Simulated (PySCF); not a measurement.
**ClZrN at several levels of theory**

All levels use the PBE0 minimum (singlet; Zr–Cl 2.410 Å, Zr–N 1.689 Å; Cl–Zr–N 112.2°), basis [Zr def2-TZVP with ECP28, N def2-TZVP, Cl def2-TZVP], scalar-relativistic core potentials, density fitting, no spin–orbit coupling, PySCF. For vertical energies the ionised species is a doublet (spins chosen at PBE0 and kept) and the electron-attached one a doublet. Atomisation goes to high-spin ground-configuration atoms, without zero-point energy. Open shells are unrestricted, also as the reference of the correlated levels. A dash marks a value that was not computed or is not defined at that level.

Coordinates in bohr (charge 0 multiplicity 1):
```
Zr    0.0229    0.6896   -0.8150
N    -0.0505   -1.5167   -3.1193
Cl   -0.0387   -1.1637    3.3447
```

```csv
level,atomisation (kJ/mol),vertical IP (eV),vertical EA (eV),−ε(HOMO) (eV),gap (eV),dipole (D)
PBE0,1023,8.51,1.52,6.44,3.58,7.11
HF,462,6.98,1.30,9.42,8.48,8.18
MP2,?,?,?,–,–,–
PBE,?,?,?,?,?,?
```

Q: Fill in the row of PBE.

A: atomisation (kJ/mol) 1114, vertical IP (eV) 8.50, vertical EA (eV) 1.50, −ε(HOMO) (eV) 5.19, gap (eV) 1.61, dipole (D) 6.62.

Q: Fill in the row of MP2.

A: atomisation (kJ/mol) 1116, vertical IP (eV) 9.49, vertical EA (eV) 1.27.

Spin contamination in at least one species weakens the values at: HF, MP2.

Without diffuse functions attachment energies tend to come out too low.
